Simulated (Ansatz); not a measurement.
The cluster RuO₂⁺, relaxed as a doublet with UKS PBE0-D4/def2-TZVP in Ansatz, starting from the GFN2-xTB geometry. Force threshold 0.02 eV/Å.

In the def2 sets Ru takes a core potential; there is no spin–orbit coupling. The structure holds 1 bond(s) between oxygen atoms. The charge 1 doublet is spin-contaminated (final ⟨S²⟩ up to 2.45, 0.75 for a pure state). Another isomer (doublet) lies 1.20 eV lower at PBE0-D4/def2-TZVP; other spin states weren't run for this one.

Start:

```tsv
atom	x (Å)	y (Å)	z (Å)
Ru1	1.196	-0.391	-0.786
O2	-0.170	0.007	0.055
O3	-1.026	0.383	0.731
```

Task: Estimate the energy that the relaxation releases and the steps that it takes.

Result: 30.4 kcal/mol, in 9 steps; 37 s on 4 threads of Arm Neoverse V1 on a shared host. No frequencies were taken in this run, so the end may be a saddle point.

Task: Does the start keep its bonding?

Result: By distances, no bond broke or formed. The bond that changes most is Ru1–O2, from 1.65 to 2.04 Å (atoms count from 1).

Task: Predict the relaxed structure.

Result: 
Cartesian coordinates in Å:
```
Ru 1.389 -0.326 -0.764
O -0.529 -0.188 -0.076
O -0.861 0.515 0.839
```
Bond lengths: 1 × O–Ru 2.04 Å; 1 × O–O 1.20 Å.
